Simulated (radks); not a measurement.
Excited configurations of Co I: one electron is placed in a higher orbital outside [Ar] 3d8. The ground configuration is [Ar] 3d7 4s2. Calculated with a radial shooting solver on a logarithmic mesh with Libxc functionals: scalar-relativistic Kohn-Sham, PBE, spin-polarised, spherical densities, point nucleus; open shells are filled with parallel spins first. Excitation = E - E(ground); binding = E(ion) - E, where the ion is the core of charge +1; n* = 1/sqrt(2 binding) in atomic units, and the quantum defect is n - n*.

| outer orbital | excitation (eV) | binding (eV) | quantum defect | eigenvalue (eV) |
|---|---|---|---|---|
| 4p | 3.557 | 4.176 | 2.195 | -1.968 |
| 5s | 5.063 | 2.670 | 2.743 | -1.634 |
| 5d | 6.687 | 1.047 | 1.395 | -0.606 |
| 5f | 7.063 | 0.670 | 0.494 | -0.405 |
| 6s | 6.337 | 1.396 | 2.878 | -0.893 |
| 7s | 6.855 | 0.878 | 3.063 | -0.582 |
| 7d | 7.222 | 0.512 | 1.843 | -0.345 |

The Delta-SCF ionisation energy is 7.733 eV (NIST Atomic Spectra Database: 7.881 eV, measured). Self-interaction in the functional shifts the binding energies and quantum defects, so they are the method's values and not measured ones. Open shells are spherical and high-spin; term and fine-structure splittings are not resolved.
